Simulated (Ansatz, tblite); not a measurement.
Cost and result up the ladder for V₅O₂₂H₁₉ (46 atoms). Charge 0, multiplicity 1. Geometry: r2SCAN-D4/def2-SVP.

```xyz
46

V     1.4735    1.4881   -0.1908
V    -3.0451    0.9967   -0.4539
V    -1.5505    3.0463   -3.5498
V     3.8079   -1.1810    2.0720
V    -0.2851   -2.7377    0.8824
O     5.3137   -0.6348    2.7807
O    -0.7724   -4.2339    0.1175
O     3.4498   -2.8820    2.5904
O     3.9247   -1.1296    0.3847
O    -0.6051   -3.2547    2.5566
O     2.7972    2.0395    0.8372
O    -0.3832   -1.6492   -0.4857
O     2.5600   -0.3074    2.5518
O     1.8935   -0.1994   -0.7311
O    -0.1416   -0.8378    2.0704
O     1.4388   -2.8395    0.8947
O    -2.4026   -2.2102    0.9925
O     0.0957    2.6036   -3.7011
O    -4.3891    1.5168   -1.4464
O     0.0485    1.4015    0.6780
O     1.2998    2.4821   -1.4390
O    -2.0565    2.5209    0.1516
O    -1.9946    0.1054   -1.3463
O    -3.4788    0.1546    0.8450
O    -1.7367    3.7230   -2.1144
O    -2.0488    4.1393   -4.8259
O    -2.5595    1.5807   -3.5933
H     5.3545   -0.0073    3.5176
H    -1.1265   -4.1643   -0.7832
H     4.1144   -3.5507    2.3590
H     3.1018   -0.7729   -0.1714
H    -0.8160   -2.5395    3.1799
H     2.7447    1.6297    1.7216
H    -1.0821   -0.9717   -0.8121
H     0.7790   -0.7415    2.4000
H     1.1521   -0.8589   -0.7485
H    -0.2419    0.0015    1.5421
H     2.0390   -3.0943    1.6481
H    -2.8213   -2.6913    1.7196
H     0.6743    2.5974   -2.8668
H    -4.1018    1.6246   -2.3841
H    -1.0965    2.1289    0.4455
H    -2.7961   -1.2864    0.9956
H    -1.8929    3.1476   -0.6178
H    -2.4035    5.0196   -4.6300
H    -2.2346    0.8286   -3.0427
```

Ansatz on 2 threads of AMD EPYC 7R13 on a shared host and a share (18 GiB) of an NVIDIA H100 80GB HBM3; xTB runs through tblite on one thread. Times are rough, summed over both states, and most runs start from the orbitals of an earlier one. PBE0-D4/def2-SVP serves as the yardstick here, not as an exact answer. The other state is a triplet.

The xTB rows come from tblite. Single mean-field runs in def2-SVP are fitted with def2-universal-jkfit. HOMO above LUMO, or a gap near zero within one spin, warns that the state may not be the lowest or that an electron is smeared out. In the singlet geometry the species has come apart into loosely held pieces. In the triplet geometry the species has come apart into loosely held pieces.

xTB has no spin-polarisation term.

```csv
level,functions,wall time
GFN2-xTB,152,0.6 s
GFN1-xTB,171,0.78 s
PBE-D4/def2-SVP (with forces),558,23 s
PBE0-D4/def2-SVP (with forces),558,31 s
```

(1) Estimate what each level gives for the vertical triplet (eV).

## Answers

(1) 
```csv
level,vertical triplet (eV),difference from PBE0-D4/def2-SVP (eV),remarks
GFN2-xTB,2.83,-0.03,–
GFN1-xTB,3.02,0.16,–
PBE-D4/def2-SVP (with forces),3.19,0.33,gap within one spin near zero (triplet)
PBE0-D4/def2-SVP (with forces),2.86,0.00,–
```
